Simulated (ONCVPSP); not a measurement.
## F: variants of one ONCV potential

Base potential:

fluorine (F), optimised norm-conserving Vanderbilt (ONCV), made with ONCVPSP 4.0.1 (PBE, scalar-relativistic). Core [He], reference 2s2 2p5. Waves: 2s: rc 0.70 bohr, ncon 4, nbas 8, qcut 10.1 1/bohr, local; 2p: rc 1.80 bohr, ncon 3, nbas 6, qcut 6.5 1/bohr, 1 projector; d scattering state at 0.31 Ha: rc 1.65 bohr, ncon 5, nbas 8, qcut 6.7 1/bohr, 2 projectors, debl 1.1 Ha. Local part: the s channel. Core correction: polynomial model core, fcfact 0.2.

All-electron outer shells of the reference configuration (PBE, scalar-relativistic, ld1.x):

| shell | level (eV) | outermost node (bohr) | outermost maximum (bohr) |
| --- | --- | --- | --- |
| 1s | -663.37 | – | 0.11 |
| 2s | -29.90 | 0.24 | 0.76 |
| 2p | -11.11 | – | 0.71 |

Cutoffs, loose and tight: the cutoffs (Ha) at which the residual kinetic energy of the hardest occupied pseudo-wave falls to 1 and 0.1 mHa per electron. They do not see the model core or the augmentation charge, which bear on the density cutoff. Test errors are all-electron minus pseudo excitation energies from the reference, over the configurations 2s2 2p4; 2s2 2p3; 2s2 2p2; 2s2 2p1. A dash means not determined; rows that change the core or the reference have their own tests.

| change | outcome | cutoff, loose | cutoff, tight | bound ghosts | GHOST(+) flags above zero | largest test error (meV) |
| --- | --- | --- | --- | --- | --- | --- |
| base | generated | 54 Ha | 279 Ha | none | none | +9388 |
| core correction Teter function, fcfact 5.25, rcfact 1.8 | generated | 54 Ha | 279 Ha | none | none | +9470 |
| s: nproj 1; local potential polynomial inside 0.55 bohr (lpopt 5, dvloc0 0 Ha) | generated | 54 Ha | 279 Ha | none | d | +9524 |
| functional LDA (Perdew-Wang 92) | generated | 54 Ha | 276 Ha | none | none | +9470 |
| s: qcut 13.4 | generated | 62 Ha | 76 Ha | none | none | +9388 |
| d: rc 1.34 | generated | 54 Ha | 279 Ha | none | none | +9388 |
| d: ncon 4, nbas 7 | generated | 54 Ha | 279 Ha | none | none | +9388 |
| all radii but the core radius scaled by about 1.15 (s 0.80, p 2.06, d 1.90 bohr) | generated | 47 Ha | 153 Ha | none | none | +12218 |
